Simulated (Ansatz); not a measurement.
Reactions of `[NH2][Sn][O][SiH3]`.

Gas-phase electronic energies from Ansatz, PBE0-D4/def2-TZVP geometries. CCSD(T)/CBS is the MP2 limit (def2-TZVPP, def2-QZVPP) plus CCSD(T) − MP2 in def2-TZVPP, frozen cores. DFT in def2-TZVPP. def2 core potentials past Kr. For Ge, Sn, Zn outer-core shells are correlated without core-valence functions, which leaves a few kJ/mol of doubt a bond. Scalar relativity is left out up to krypton. One conformer a species, not always the lowest.

```tsv
reaction	r2SCAN-D4 (eV)
`[NH2][Sn][O][SiH3]` + `CC(=N)Cl` → `C/C(Cl)=N\[SiH3]` + `[NH2][Sn][OH]`	0.79
`[NH2][Sn][O][SiH3]` + `[OH][GeH2][O][SiH3]` → `[NH2][Sn][OH]` + `[SiH3][O][GeH2][O][SiH3]`	0.11
`[NH2][Sn][O][SiH3]` + `C[O][Zn][O]C` → `C[O][Zn][O][SiH3]` + `C[O][Sn][NH2]`	-0.08
`[NH2][Sn][O][SiH3]` + `[OH][Al]([O][SiH3])[O][SiH3]` → `[SiH3][O][Al]([O][SiH3])[O][SiH3]` + `[NH2][Sn][OH]`	0.01
```

Q: Give the CCSD(T)/CBS values in the same order. (Best estimate.)

A: The calculation gave: 0.83, 0.10, -0.10, 0.03 eV.

Largest T1 diagnostic: 0.017, for `C[O][Sn][NH2]`.
